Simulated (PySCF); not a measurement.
**Working out the ionisation energy of Cu**

Cu [Ar] 3d10 4s1 (2S) → Cu+ [Ar] 3d10 (1S). Calculation: PySCF 2.14, in pcseg-2 (6s4p3d2f1g, 56 functions); the non-relativistic Hamiltonian (point nucleus). Frozen: [Ar]. Energies in hartree (1 hartree = 27.21139 eV):

```csv
part,Cu (lower),Cu+ (upper)
UHF,-1638.930755,-1638.695180
MP2 opposite-spin,-0.275986,-0.256843
MP2 same-spin,-0.164577,-0.150925
```

What does Hartree-Fock give?

(-1638.695180) − (-1638.930755) = 0.235575 hartree = 6.410 eV.

What do MP2 and SCS-MP2 (6/5 opposite-spin, 1/3 same-spin) give?

The opposite-spin parts differ by 0.521 eV and the same-spin parts by 0.371 eV. MP2: 6.410 + (0.521) + (0.371) = 7.302 eV. SCS-MP2: 6.410 + 1.2 × (0.521) + (0.371)/3 = 7.159 eV.

Measured between the centres of the two terms (NIST): 7.726 eV, so MP2 (valence) is off by -0.424 eV.

The calculation is non-relativistic.

What remains against the reference includes basis incompleteness, the frozen core and correlation beyond second order.
